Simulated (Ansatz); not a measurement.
Frontier orbitals of C$_{2}$HClF$_{2}$Si, SMILES `C#C[Si](F)(F)Cl`.

Charge 0, multiplicity 1. The structure was optimised at the PBE0-D4/def2-TZVP level. Basis def2-TZVPP, Ansatz.

| functional | HOMO (eV) | LUMO (eV) | gap (eV) |
| --- | --- | --- | --- |
| PBE | -7.84 | -1.83 | 6.01 |
| revPBE | -7.76 | -1.72 | 6.04 |
| BLYP | -7.65 | -1.67 | 5.98 |
| PBE0 | -9.12 | -0.89 | 8.23 |
| r2SCAN0 | -9.30 | -0.75 | 8.55 |
| CAM-B3LYP | -10.48 | 0.26 | 10.74 |
| ωB97M-V | -11.37 | 1.23 | 12.60 |

Against PBE, PBE0 changes HOMO and LUMO by −1.29 and +0.94 eV, ωB97M-V by −3.54 and +3.07 eV. A gap of 6.00 eV thus becomes 12.61 eV for the same molecule, so an orbital gap means little without its functional. A positive LUMO is unbound and depends on the basis.
